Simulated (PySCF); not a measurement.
Spinor energies of Hg+ (mercury, charge +1)

Start: [Xe] 4f14 5d10 6s1; 6s1/2 filled at m_j = +1/2. Calculated with PySCF 2.14 in x2c-SVPall-2c with one added diffuse shell each of s, p, d type (8s11p10d2f, 105 functions): generalised Hartree-Fock with the X2C-1e Hamiltonian and a Gaussian nucleus; one run each with spin-orbit coupling (SO) switched off, then screened by Boettger's factors.

```
spinor shell  electrons  ε, spin-free (eV)  ε, screened SO (eV)  weight of nominal j (screened SO)  rms radius, screened SO (bohr)
       1s1/2          2           -83574.6             -83541.4                              1.000                          0.0187
       2s1/2          2           -14973.9             -14963.6                              1.000                          0.0756
       2p1/2          2           -12928.8             -14333.9                              1.000                          0.0639
       2p3/2          4           -12928.8             -12380.4                              1.000                          0.0720
       3s1/2          2            -3630.3              -3627.0                              1.000                           0.193
       3p1/2          2            -3030.1              -3344.3                              1.000                           0.184
       3p3/2          4            -3030.1              -2905.0                              1.000                           0.201
       3d3/2          4            -2387.4              -2441.1                              1.000                           0.177
       3d5/2          6            -2387.4              -2348.5                              1.000                           0.180
       4s1/2          2            -842.87              -841.93                              1.000                           0.424
       4p1/2          2            -642.70              -719.38                              1.000                           0.429
       4p3/2          4            -642.70              -612.06                              1.000                           0.463
       4d3/2          4            -399.72              -411.28                              1.000                           0.476
       4d5/2          6            -399.72              -391.15                              1.000                           0.486
       5s1/2          2            -147.75              -147.67                              1.000                           0.971
       4f5/2          6            -128.46              -130.45                              1.000                           0.526
       5p1/2          2            -91.602              -104.52                              1.000                            1.09
       5p3/2          4            -91.602              -86.379                              1.000                            1.14
       5d3/2          4            -25.407              -26.741                              0.995                            1.54
       5d5/2          6            -25.407              -24.544                              0.997                            1.60
       6s1/2          1            -17.463              -17.489                              1.000                            2.78
```

(1) Where does 4f7/2 lie, and what is the 4f spin-orbit splitting (screened SO)?

| quantity | spin-free | screened SO |
| --- | --- | --- |
| E (hartree) | -19606.35620 | -19638.09687 |
| M_J | 1/2 | 1/2 |
| ⟨J²⟩ | 0.752 | 0.752 |
| ⟨L²⟩ | 0.000 | 0.152 |
| ⟨S²⟩ | 0.752 | 0.904 |

Each row is a mean over spinors that exchange with the open shell spreads, by up to 0.353 eV (5d5/2).

Breit and QED terms are absent; they matter most for the inner s and p1/2 levels.

Densities and radii are taken from the X2C orbitals without a picture-change correction, which distorts them close to the nucleus.

Without spin-orbit coupling the j labels of p, d and f shells carry no meaning; the spin-free column gives the mean over the occupied spinors of each nl shell.

## Answers

(1) At -126.31 eV, 4.138 eV above 4f5/2.
